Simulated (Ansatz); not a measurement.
`CS[Si]N` + HCl → `N[Si]Cl` + CH₃SH at 700 K and 1 bar (ligand exchange at the Si–S bond).

Calculated with Ansatz (gas phase, PBE0-D4/def2-TZVP geometries, no zero-point term in ΔE). CBS: MP2 limit from def2 TZ/QZ plus the TZ coupled-cluster correction, frozen cores. This one scheme is used for every species. One conformer a species, not always the lowest.

| species | CCSD(T)/CBS energy (Eh) | H − E (kJ/mol) | S (J/(mol·K)) |
| --- | --- | --- | --- |
| `CS[Si]N` | -782.64978 | 240.7 | 431.4 |
| HCl | -460.38127 | 38.4 | 211.8 |
| `N[Si]Cl` | -804.81589 | 116.1 | 343.7 |
| CH₃SH | -438.22835 | 160.2 | 309.0 |

H − E and S are ideal-gas, rigid-rotor, harmonic terms from PBE0-D4/def2-TZVP, for one conformer and one mirror image of each species. 1 Eh = 2625.50 kJ/mol, R = 8.31446 J/(mol·K).

**Question.** By hand: ΔE, ΔH, ΔS and ΔG.

**Answer.** ΔE = (-804.81589) + (-438.22835) − (-782.64978) − (-460.38127) = -0.01319 Eh = -34.6 kJ/mol. Δ(H − E) = 116.1 + 160.2 − 240.7 − 38.4 = -2.8, so ΔH = -37.4 kJ/mol. ΔS = 343.7 + 309.0 − 431.4 − 211.8 = 9.5 J/(mol·K). ΔG = -37.4 − 700 × (9.5)/1000 = -44.0 kJ/mol.

**Question.** By hand: the equilibrium constant, and the temperature at which ΔG would vanish if ΔH and ΔS stayed fixed.

**Answer.** log₁₀ K = −ΔG/(RT ln 10) = 3.3. ΔH and −TΔS have one sign here, so there is no such temperature.

The number of gas molecules stays the same, so ΔS is small and ΔH decides. A doubt of 5 kJ/mol in ΔE shifts log₁₀ K by 0.4 here. Other conformers and mirror images would add mixing entropy, several J/(mol·K) or more a flexible species. These are equilibria of isolated gas molecules and say nothing of rates. Largest T1 diagnostic: 0.013 (customary marks: 0.02 for closed shells, 0.045 for open ones).

ΔS is within the doubt of such terms, so its sign, and with it that verdict, could turn.
